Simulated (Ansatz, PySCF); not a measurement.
Species: aminoborane, sum formula BNH$_{4}$ (charge 0, singlet). SMILES: NB
Geometry from a B3LYP-D3(BJ)/def2-TZVP (Ansatz, a quantum-chemistry and plane-wave program) optimisation:
```
B
N 1 1.3876
H 2 1.0069 1 123.31
H 2 1.0069 3 113.37 1 180.00
H 1 1.1928 2 119.04 3 0.00
H 1 1.1928 5 121.92 2 180.00
```

Quantity: vertical triplet-singlet gap (E(triplet) - E(singlet); each state is the SCF solution reached for its spin), in kcal/mol. Valence correlation only, unless marked. Open shells are spin-unrestricted. Spin-orbit coupling is left out. Non-relativistic. Basis-set limits of correlation are two-point, X^-3; Hartree-Fock from the larger set. The bracket is a focal-point correction in the basis named.

```tsv
level	program	vertical triplet-singlet gap (kcal/mol)
HF/def2-SVPD	Ansatz	129.3
HF/aug-cc-pVQZ	Ansatz	126.6
r2SCAN/def2-TZVPD	Ansatz	139.3
BHLYP/def2-TZVPD	Ansatz	144.3
M06-2X/def2-TZVPD	PySCF	150.7
B2PLYP/def2-TZVPD	Ansatz	149.5
MP2/aug-cc-pVTZ	Ansatz	153.3
```

Estimate the value at RI-MP2/CBS(aug-cc-pVTZ,aug-cc-pVQZ)+[CCSD(T)-MP2]/aug-cc-pVTZ as computed with Ansatz.

150.2 kcal/mol
